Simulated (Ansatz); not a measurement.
Geometry optimisation, RHF/cc-pVDZ in Ansatz.

Input file:

```yaml
crystal:
  periodic: [false, false, false]
  atoms:
    - { symbol: B, position_ang: [-0.007208, 0.413161, -0.379314] }
    - { symbol: Cl, position_ang: [0.043801, -0.007682, 2.662091] }
    - { symbol: O, position_ang: [1.171422, -0.184373, -0.645073] }
    - { symbol: H, position_ang: [1.123296, -1.078891, -0.940329] }
    - { symbol: O, position_ang: [-1.242063, -0.094284, -0.563529] }
    - { symbol: H, position_ang: [-1.281941, -0.992878, -0.847451] }
    - { symbol: F, position_ang: [0.054293, 1.663591, 0.071742] }
    - { symbol: H, position_ang: [0.057501, 1.211457, 2.146165] }
basis:
  gaussian: { orbitals: cc-pVDZ }
hamiltonian:
  xc: hf
relax:
  f_tol: 0.03
  max_steps: 50
```

Launched with:

```bash
$ ansatz run input.yaml --threads 1 --pin off --max-ram 2048MiB --backend cpu --events-out ev --progress --plain --runs-dir out
```

Problem. Where does it end, and by what steps?

Solution. It converged. After 21 steps the energy has fallen by 0.151 eV; Cl2 moved furthest, 1.69 Å.

```csv
step,energy less start (eV),largest force component (eV/Å),accepted
0,0.0000,1.297,yes
1,-0.0787,0.757,yes
2,-0.0413,1.524,no
3,-0.1034,0.361,yes
4,-0.1128,0.119,yes
5,-0.1215,0.115,yes
6,-0.1276,0.270,yes
7,-0.1321,0.238,yes
8,-0.1367,0.217,yes
9,-0.1403,0.185,yes
10,-0.1379,0.584,no
11,-0.1432,0.143,yes
12,-0.1448,0.212,yes
13,-0.1462,0.183,yes
14,-0.1479,0.149,yes
15,-0.1488,0.180,yes
16,-0.1497,0.076,yes
17,-0.1503,0.056,yes
18,-0.1509,0.059,yes
19,-0.1511,0.088,yes
20,-0.1513,0.040,yes
21,-0.1514,0.009,yes
```

```xyz
8
Properties=species:S:1:pos:R:3
B -0.035 0.105 -0.486
Cl 0.135 1.068 3.964
O 1.152 -0.326 -0.956
H 1.120 -0.940 -1.671
O -1.262 -0.231 -0.927
H -1.295 -0.846 -1.643
F 0.011 0.965 0.536
H 0.094 1.135 2.687
```

Whether the end is a true minimum wasn't checked by a vibrational analysis.

The run took 47 s on 1 thread of Arm Neoverse V1, on a shared host, peak memory 0.17 GiB.
